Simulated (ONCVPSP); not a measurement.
# u(r) = r·R(r): atom against pseudo-atom (ruthenium)

Columns: radius, all-electron u(r) and pseudo u(r) of the 4p shell (level -46.86 eV) of ruthenium in the configuration [Ar] 3d10 4s2 4p6 4d7 5s0.75 5p0.25; PBE, scalar-relativistic, ONCV scheme, ONCVPSP 4.0.1.

```csv
r (bohr),all-electron,pseudo
0.108,0.2713,0.0317
0.215,-0.3877,0.1209
0.322,-0.5529,0.2559
0.430,-0.2422,0.4210
0.538,0.2096,0.5947
0.645,0.6014,0.7553
0.752,0.8722,0.8870
0.860,1.0224,0.9784
0.968,1.0721,1.0222
1.075,1.0516,1.0201
1.182,0.9875,0.9789
1.290,0.8989,0.9069
1.398,0.8004,0.8152
1.505,0.7022,0.7154
1.612,0.6088,0.6166
1.720,0.5222,0.5251
1.828,0.4446,0.4451
1.935,0.3771,0.3770
2.042,0.3183,0.3183
2.150,0.2673,0.2673
2.258,0.2238,0.2238
2.365,0.1872,0.1872
2.472,0.1563,0.1563
2.580,0.1300,0.1300
2.688,0.1080,0.1080
2.795,0.0897,0.0897
```

Problem. How many radial nodes do the two functions have?

Solution. The all-electron 4p function has n − l − 1 = 2; the pseudo-wave has 0, since the states of the same l below it are removed with the core.

Problem. At about which radius was the pseudo-wave matched?

Solution. 2.00 bohr, where the columns begin to agree (steps of 0.11 bohr).

Problem. Where does each function peak?

Solution. Outermost all-electron maximum near 0.97 bohr, pseudo maximum near 0.97 bohr (to the table’s step).

Problem. Is the pseudo-wave norm-conserving?

Solution. Yes: the ONCV scheme keeps the norm inside the radius equal to the all-electron one, which fixes the energy derivative of the logarithmic derivative at the level.
